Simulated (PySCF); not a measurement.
A structure optimised at PBE-D3(BJ)/def2-SVP, used in a PySCF frequency run:

```
Si
N 1 1.7444
H 2 1.0232 1 117.32
C 2 1.4549 3 113.43 1 156.47
H 4 1.1095 2 109.61 3 171.94
H 4 1.1113 5 106.82 2 120.43
H 4 1.1165 5 107.07 6 115.05
H 1 1.5044 2 107.74 3 -164.73
H 1 1.5173 8 107.23 2 127.16
Si 1 2.3503 8 109.46 9 118.60
F 10 1.6413 1 110.31 8 -70.96
H 10 1.5034 11 107.10 1 126.42
Cl 10 2.0798 12 107.11 11 -115.71
```

Write its SMILES and formula.

CN[SiH2][Si@@H](F)Cl, CH₇ClFNSi₂

What are its rotational constants (standard atomic weights)?

2.7123, 0.94467, 0.75396 GHz
